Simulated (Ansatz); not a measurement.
Consider the hydrogenolysis of the Al–C bond: `C[CH2][AlH][CH2]C` + H₂ → `C[CH2][AlH2]` + `CC`.

Computed with Ansatz on PBE0-D4/def2-TZVP structures; ΔE is electronic, products minus reactants. CCSD(T)/CBS adds triple-zeta CCSD(T) − MP2 to the extrapolated MP2 energy (def2 sets, frozen cores). This one scheme is used for every species. DFT in def2-TZVPP. B3LYP here is the variant with VWN-RPA as its local correlation; programs differ in this. HSE06 is defined as in plane-wave codes. Each species was taken in one conformer, which may not be the lowest.

| level | ΔE (kJ/mol) | difference from CCSD(T)/CBS |
| --- | --- | --- |
| LDA (SPW92) | -30.2 | 3.3 |
| BLYP-D4 | -31.8 | 1.7 |
| B3LYP-D4 | -36.2 | -2.7 |
| r2SCANh-D4 | -33.7 | -0.2 |
| HSE06-D4 | -35.0 | -1.5 |
| CAM-B3LYP-D4 | -40.3 | -6.8 |
| BLYP | -45.9 | -12.4 |
| r2SCAN | -34.7 | -1.2 |
| r2SCANh | -36.4 | -2.9 |
| r2SCAN0 | -38.8 | -5.3 |
| CAM-B3LYP | -47.5 | -14.0 |
| MP2/def2-TZVPP | -30.7 | 2.8 |
| SCS-MP2/def2-TZVPP | -38.5 | -5.0 |
| CCSD(T)/def2-TZVPP | -36.1 | -2.6 |
| HF/def2-QZVPP | -67.3 | -33.8 |
| SCS-MP2/def2-QZVPP | -37.0 | -3.5 |
| CCSD(T)/CBS | -33.5 | 0 |

Largest T1 diagnostic among the species: 0.009.

From BLYP to BHLYP (50 % exact exchange), in def2-TZVPP and without D4, ΔE moves by −6.7 kJ/mol. Leaving LDA and LC-ωPBE aside and taking each functional with its dispersion term where it has one, the values, not all of them listed here, spread over 21.0 kJ/mol, from B97M-V to revPBE-D4. LDA lies +7.1 kJ/mol from PBE without D4.
